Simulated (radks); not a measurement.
Results of a calculation; reference values are marked as such.
Valence configurations of Rh+ (all share [Kr]). Level of theory: Dirac Kohn-Sham, LDA (Slater exchange, Perdew-Wang correlation), spin-unpolarised, spherical densities, point nucleus; open shells are shared between the two j in proportion to 2j + 1 (a radial shooting solver on a logarithmic mesh with Libxc functionals). Energies are relative to 4d8; eigenvalues in eV.

| valence | E (eV) | e(4d3/2) | e(4d5/2) | e(5p1/2) | e(5p3/2) | e(5s1/2) |
|---|---|---|---|---|---|---|
| 4d8 | 0.000 | -14.093 | -13.688 | - | - | - |
| 4d7.5 5s0.5 | 1.568 | -15.602 | -15.181 | - | - | -11.804 |
| 4d7 5s1 | 3.559 | -17.173 | -16.736 | - | - | -12.479 |
| 4d7.5 5p0.5 | 4.040 | -16.279 | -15.856 | -7.496 | -7.225 | - |
| 4d7 5s0.5 5p0.5 | 6.134 | -17.838 | -17.399 | -7.949 | -7.655 | -12.931 |
| 4d7 5p1 | 8.740 | -18.485 | -18.044 | -8.314 | -8.012 | - |
| 4d6 5s2 | 8.959 | -20.491 | -20.021 | - | - | -13.800 |
| 4d6.5 5s0.5 5p1 | 11.410 | -20.094 | -19.636 | -8.740 | -8.414 | -13.989 |
| 4d6 5p2 | 20.343 | -22.960 | -22.481 | -9.780 | -9.410 | - |
| 4d4 5p4 | 53.125 | -32.130 | -31.576 | -12.409 | -11.893 | - |

NIST lists [Kr] 4d8 as the ground configuration; this level of theory agrees among the configurations tried. The energies are those of spherical spin-averaged densities, not of single terms.
